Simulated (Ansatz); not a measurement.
`BOC(=C)N`. Charge 0, multiplicity 1.

Cartesian coordinates in Å:
```
B 0.9331 -0.9683 -1.4250
O -0.2306 -0.5946 -0.8584
C -0.4131 0.1399 0.2819
C -1.6530 0.5211 0.5852
N 0.7148 0.3384 1.0494
H 0.8399 -1.6236 -2.4188
H 2.0003 -0.6513 -0.9783
H -1.8505 1.1195 1.4631
H -2.4765 0.2103 -0.0390
H 1.5607 0.5227 0.5323
H 0.5748 0.9859 1.8076
```

Question: Give the diagnostics of a CCSD(T)/def2-TZVPP run (frozen core, the Gaussian-basis code of Ansatz). (An estimate is asked.)

Answer: Computed: T1 = 0.0143, largest single amplitude 0.030, largest double 0.045, (T) share of the correlation energy 4.0 %, 10 CCSD cycles. The RHF solution is stable towards an unrestricted one. T1 lies under the customary mark of 0.02 for closed shells.
